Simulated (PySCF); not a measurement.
CH6O2Si2, SMILES [SiH2]1CO[Si@@H]1O. Geometry: ωB97X-D3(BJ)/def2-SVP. The structure was generated by enumeration; whether it is a known compound was not checked. Other conformers were not sampled.

Give the equilibrium geometry at ωB97X-D3(BJ)/def2-SVP (PySCF confirms it by a frequency run) as bond lengths and angles. (Estimate from the structure and the level; the computed values follow.)

One answer among several that fit: 
Atoms: O1 Si2 O3 C4 Si5 H6 H7 H8 H9 H10 H11. Bond lengths (Å): O1–Si2 1.659, O1–H6 0.963, Si2–O3 1.690, Si2–Si5 2.326, Si2–H7 1.482, O3–C4 1.446, C4–Si5 1.932, C4–H8 1.103, C4–H9 1.104, Si5–H10 1.492, Si5–H11 1.494. Angles (°): Si2–O1–H6 117.0, O1–Si2–O3 114.1, O1–Si2–Si5 122.0, O1–Si2–H7 103.7, O3–Si2–Si5 79.6, O3–Si2–H7 113.4, Si5–Si2–H7 122.5, Si2–O3–C4 107.6, O3–C4–Si5 100.5, O3–C4–H8 109.9, O3–C4–H9 109.8, Si5–C4–H8 114.0, Si5–C4–H9 114.9, H8–C4–H9 107.5, Si2–Si5–C4 72.4, Si2–Si5–H10 121.3, Si2–Si5–H11 119.9, C4–Si5–H10 115.2, C4–Si5–H11 114.4, H10–Si5–H11 109.1.
